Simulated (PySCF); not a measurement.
Sn(N(SiH3)2)2.
Bonds: Sn1–N2, Sn1–N11, N2–Si3, N2–Si4, N11–Si12, N11–Si13. Hydrogens: H5, H6, H7 on Si3; H8, H9, H10 on Si4; H14, H15, H16 on Si12; H17, H18, H19 on Si13.

Method used: PBE0-D3(BJ)/def2-SVP geometry optimisation, gas phase, def2 core potentials past Kr in PySCF.

(1) How far are the bound atoms from Sn1?

(2) What is the shape at Sn1?

(3) What are the other bond lengths?

(4) Give some angles away from the centre.

(5) What are the rotational constants (commonest isotopes, rigid rotor)?

## Answers

(1) 2 atoms: N11 2.098 Å, N2 2.099 Å. The nearest atom not counted as bound is H6, at 3.13 Å (others tie with it).

(2) Bent: angle 98.1°.

(3) N2–Si3 and 3 like bonds 1.749 Å; Si3–H5 and 11 like bonds 1.497 Å.

(4) Sn1–N2–Si3 115.5°, Sn1–N2–Si4 124.1°, Si3–N2–Si4 120.0°.

(5) A = 1093, B = 545.1, C = 423.4 MHz: an asymmetric top.

Charge 0, singlet. Stationary, but not proved a minimum.

One conformer stands for the species.
